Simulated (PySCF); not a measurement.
C2H6BCl.

```xyz
10

B     -0.5021     0.2542    -0.0416
H     -1.5444     0.5933    -0.5434
Cl     0.1533     1.3410     1.1833
C      0.2095    -1.0891    -0.3910
C     -0.0768    -1.6522    -1.7893
H     -0.1812    -1.7921     0.3784
H      1.2922    -1.0326    -0.1858
H      0.3285    -0.9947    -2.5754
H     -1.1595    -1.7461    -1.9704
H      0.3731    -2.6477    -1.9301
```
Charge 0, spin multiplicity 1.

Geometry: B3LYP-D3(BJ)/def2-SVP. Other conformers were not sampled.

Computed with PySCF with KT2/pcSseg-1. Non-relativistic, no solvent.

Computed absolute GIAO shielding of each atom: isotropic value and principal components (ppm):
```csv
atom,σ(iso),σ11,σ22,σ33,span
B1,26.5,-38.1,20.2,97.3,135.4
H2,24.3,22.5,23.9,26.5,4.0
Cl3,630.7,299.0,597.5,995.7,696.8
C4,153.4,133.5,157.0,169.8,36.4
C5,171.8,160.5,170.6,184.3,23.8
H6,30.1,25.3,30.3,34.6,9.3
H7,29.5,25.2,30.3,33.1,7.9
H8,30.1,26.2,28.2,35.9,9.7
H9,29.8,26.1,27.7,35.6,9.5
H10,29.9,25.4,28.0,36.4,10.9
```
